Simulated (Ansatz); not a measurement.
Ansatz (a quantum-chemistry and plane-wave program) input (CCSD(T)/aug-cc-pVDZ):

Ansatz 0.2 input:
```yaml
crystal:
  periodic: [false, false, false]
  atoms:
    - {symbol: Ge, position_ang: [0.12479530, -0.15344757, 0.38922737]}
    - {symbol: F, position_ang: [-1.03543107, 1.26251534, 0.24928679]}
    - {symbol: F, position_ang: [1.34647377, 0.50266349, -0.81396818]}
    - {symbol: F, position_ang: [-0.75475931, -1.21958748, -0.81923815]}
basis:
  gaussian:
    orbitals: aug-cc-pVDZ
total_charge: -1
magnetization: {spin_polarized: false}
correlation: {method: ccsd_t, electrons: outside_noble_gas}
output: {forces: true}
```

End of the output:

```
integrals: 0.15 GiB planned
1037 factors; integrals over basis functions are off by at most 2.7e-4 eV
mean field: 0.48 GiB planned
mean field evaluation 1: about -64595.3902 eV, gradient 1.9e1 eV
mean field evaluation 2: about -64595.4536 eV, gradient 2.0e1 eV
mean field evaluation 4: about -64596.3667 eV, gradient 2.2e0 eV
mean field evaluation 8: about -64596.3901 eV, gradient 1.8e-1 eV
mean field evaluation 16: about -64596.1004 eV, gradient 1.1e1 eV
mean field -64596.39039201 eV, -2373.8735619002 hartree, gradient 6.6e-6 eV, S^2 0.000000; 0 other end points of the search recorded, 0 dependent functions left out
17 core orbitals not correlated
reference -64596.39039201 eV, -2373.8735619002 hartree; 13, 13 occupied and 75, 75 virtual orbitals, 1037 factors
densities: 0.54 GiB planned
second order -19.90761020 eV of doubles, -0.00000000 eV of singles
coupled cluster: 0.40 GiB planned
cycle   1  -19.42469412 eV  change    4.8e-1 eV  update   1.3e-1
cycle   2  -19.92655387 eV  change   -5.0e-1 eV  update   4.3e-2
cycle   3  -20.05261755 eV  change   -1.3e-1 eV  update   2.1e-2
cycle   4  -20.04468579 eV  change    7.9e-3 eV  update   4.6e-3
cycle   5  -20.03797093 eV  change    6.7e-3 eV  update   2.2e-3
cycle   6  -20.03895785 eV  change   -9.9e-4 eV  update   7.4e-4
cycle   7  -20.03939331 eV  change   -4.4e-4 eV  update   2.9e-4
cycle   8  -20.03921152 eV  change    1.8e-4 eV  update   9.6e-5
cycle   9  -20.03916668 eV  change    4.5e-5 eV  update   3.3e-5
cycle  10  -20.03920552 eV  change   -3.9e-5 eV  update   1.4e-5
cycle  11  -20.03919272 eV  change    1.3e-5 eV  update   5.5e-6
perturbative correction -0.53585635 eV, -0.0196923575 hartree
the calculation of the forces begins
Total energy: -64616.96544108 eV, -2374.6296810073 hartree
Atom 0 at     0.124795    -0.153448     0.389227 Å, force     0.080034    -0.098409     0.249625 eV/Å
Atom 1 at    -1.035431     1.262515     0.249287 Å, force    -0.082604     0.100898    -0.038430 eV/Å
Atom 2 at     1.346474     0.502663    -0.813968 Å, force     0.067489     0.053019    -0.105431 eV/Å
Atom 3 at    -0.754759    -1.219587    -0.819238 Å, force    -0.064919    -0.055508    -0.105763 eV/Å
Dipole moment:     0.115164    -0.141605     0.359188 e Å
```

It need not be the lowest isomer of its formula. Whether it binds its extra electron was not tested at this geometry.
